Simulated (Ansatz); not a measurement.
The same path of AlClF$_{2}$H$_{2}$ (6 atoms, charge 0, multiplicity 1) was run 3 times with different band settings. Lost on the way: Al1–H2, F5–H6. Made: H2–H6.

These are results of Ansatz, RKS BLYP/def2-SVP, not measurements.

Relaxed end points:

```xyz
6
Properties=species:S:1:pos:R:3
Al -0.074 0.043 0.078
H -0.073 0.542 1.590
F 1.403 -0.048 -0.719
Cl -1.820 0.213 -1.116
F -0.169 -1.893 0.786
H -0.126 -1.732 1.724
```

```xyz
6
Properties=species:S:1:pos:R:3
Al -0.079 -0.638 -0.269
H -0.083 0.173 1.864
F 1.403 0.084 -0.519
Cl -1.822 0.332 -0.912
F -0.133 -2.237 0.216
H -0.146 -0.589 1.962
```

Common settings: movable images 7; climbing image yes; optimiser quadratic models (default); force threshold 0.05 eV/Å; iteration limit 60; end points relaxed.

| run | spring | start path |
| --- | --- | --- |
| 1 | 5.0 eV/Å² | through a guess of the saddle point |
| 2 | 5.0 eV/Å² | straight line |
| 3 | 20.0 eV/Å² | through a guess of the saddle point |

(1) What does each run give, and how far can it be trusted?

## Answers

(1) Run 1: converged after 7 iterations, highest image 0.061 eV above the first end. A vibrational analysis at the climbing image gives one clearly imaginary mode, 487i cm⁻¹: a first-order saddle point.
Run 2: converged after 13 iterations, highest image 0.061 eV above the first end. Another band between the same ends (7 images) ends at a top of the same energy, where a vibrational analysis finds 1 clearly imaginary mode.
Run 3: converged after 7 iterations, highest image 0.061 eV above the first end. Another band between the same ends (7 images) ends at a top of the same energy, where a vibrational analysis finds 1 clearly imaginary mode.
The orbitals stay closed-shell, which can raise the energy where a bond breaks towards radicals; this wasn't checked here.
